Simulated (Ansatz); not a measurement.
A made-up structure of C2H5Te (charge +1), singlet:

```csv
atom,x (Å),y (Å),z (Å)
C1,-0.0856,1.0864,-0.2432
C2,-0.1588,-0.3447,0.0080
Te3,1.2957,-1.4427,0.7581
H4,-0.9074,1.5779,0.2997
H5,2.9733,-1.4773,0.9599
H6,0.8622,1.5566,0.0126
H7,-1.0866,-0.8596,-0.2334
H8,0.4018,-2.8413,0.7010
```

It is relaxed with PBE-D4/def2-SVP and then PBE0-D4/def2-TZVP (Ansatz 0.2.0). Atoms count as bonded within 1.22 times the sum of their covalent radii (H–H: 0.88 Å). The end point is not checked to be a true minimum.

Problem. Does its bonding change? (Judge from chemistry; the calculation decides.)

Solution. Computed: No: no bond forms or breaks.

Where it ends: The first stage lowers the energy by 3.35 eV in 20 steps. It ends as C₂H₅Te ([CH2][CH][TeH2]), total charge +1:
C1  (-0.128, 1.044, 0.197)
C2  (0.060, -0.244, -0.034)
Te3  (1.512, -1.260, 1.080)
H4  (-0.878, 1.586, -0.373)
H5  (2.205, -2.058, -0.205)
H6  (0.426, 1.616, 0.934)
H7  (-0.480, -0.836, -0.763)
H8  (0.579, -2.593, 1.427)
(Å)

Labels in which every atom is bracketed show which atoms are joined, not bond orders.

For scale, one of the runs: PBE0-D4/def2-TZVP relaxation, 142 basis functions, launched by `ansatz run in.yaml --threads 2 --pin off --events-out ev --progress --plain --max-ram 4352MiB`. Hardware: 2 CPU threads of an Arm Neoverse V1, shared host. Wall time about 23 s.
